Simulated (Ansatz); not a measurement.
Input and output for H₈OSi₃, SMILES `O[SiH]([SiH3])[SiH3]`.

```yaml
crystal:
  periodic: [false, false, false]
  atoms:
    - {symbol: O, position_ang: [-1.368956, 1.322872, -0.389677]}
    - {symbol: Si, position_ang: [-0.018353, 0.700440, -0.042728]}
    - {symbol: Si, position_ang: [-0.245391, -0.262137, 1.868385]}
    - {symbol: Si, position_ang: [0.639738, -0.712940, -1.539182]}
    - {symbol: H, position_ang: [-1.431202, 1.754168, -1.156287]}
    - {symbol: H, position_ang: [0.957474, 1.666281, 0.055540]}
    - {symbol: H, position_ang: [0.960206, -0.810526, 2.218420]}
    - {symbol: H, position_ang: [-1.174958, -1.263423, 1.793802]}
    - {symbol: H, position_ang: [-0.623829, 0.627316, 2.836923]}
    - {symbol: H, position_ang: [0.683878, -0.124228, -2.777215]}
    - {symbol: H, position_ang: [-0.204446, -1.788495, -1.608314]}
    - {symbol: H, position_ang: [1.896678, -1.160112, -1.228201]}
basis:
  gaussian: {orbitals: aug-pcseg-2}
magnetization: {spin_polarized: true, initial_magnetization: 2}
hamiltonian: {xc: {name: rPW86-PBE}, dispersion: d3bjatm, pseudopotentials: {relativity: scalar}}
accuracy: high
output: {forces: true}
```

```sh
$ ansatz run in.yaml --threads 4 --pin off --events-out ev --progress --plain --max-ram 10444MiB
```

It prints (some lines left out):

```
Functional definition: rPW86-PBE
5771 factors; integrals over basis functions are off by at most 4.0e-9 eV
mean field evaluation 1: about -25871.9962 eV, gradient 5.1e1 eV
mean field evaluation 2: about -25823.8828 eV, gradient 1.1e2 eV
mean field evaluation 4: about -25879.7782 eV, gradient 1.7e1 eV
mean field evaluation 8: about -25881.6035 eV, gradient 3.0e-1 eV
mean field evaluation 16: about -25881.6022 eV, gradient 1.3e-3 eV
mean field -25881.60219022 eV, -951.1313373105 hartree, gradient 7.0e-8 eV, S^2 2.004479; 6 other end points of the search recorded, 0 dependent functions left out
reference -25881.60221716 eV, -951.1313383007 hartree; 30, 28 occupied and 350, 352 virtual orbitals, 5771 factors
Total energy: -25881.91342774 eV, -951.1427750786 hartree
Relativity: scalar
Atom 0 at    -1.368956     1.322872    -0.389677 Å, force    -4.615053    -1.048743     3.661142 eV/Å
Atom 1 at    -0.018353     0.700440    -0.042728 Å, force     2.479791    -0.153511     1.146003 eV/Å
Atom 2 at    -0.245391    -0.262137     1.868385 Å, force    -0.054435    -0.750217     0.012634 eV/Å
Atom 3 at     0.639738    -0.712940    -1.539182 Å, force    -0.040060    -0.627006    -0.181929 eV/Å
Atom 4 at    -1.431202     1.754168    -1.156287 Å, force    -0.862202     3.539568    -5.380951 eV/Å
Atom 5 at     0.957474     1.666281     0.055540 Å, force     2.135007     1.706813    -0.090154 eV/Å
Atom 6 at     0.960206    -0.810526     2.218420 Å, force     2.461226    -1.041314     0.856227 eV/Å
Atom 7 at    -1.174958    -1.263423     1.793802 Å, force    -1.873588    -2.047583    -0.199567 eV/Å
Atom 8 at    -0.623829     0.627316     2.836923 Å, force    -0.760831     2.017785     2.042198 eV/Å
Atom 9 at     0.683878    -0.124228    -2.777215 Å, force     0.213218     1.276671    -2.569101 eV/Å
Atom 10 at    -0.204446    -1.788495    -1.608314 Å, force    -1.809624    -2.046326     0.068652 eV/Å
Atom 11 at     1.896678    -1.160112    -1.228201 Å, force     2.726551    -0.826137     0.634846 eV/Å
Dipole moment:     0.143025    -0.110171    -0.075975 e Å
```

Run time 2.2 min (4 threads of an Arm Neoverse V2 on a shared host); peak host memory 5.8 GiB.
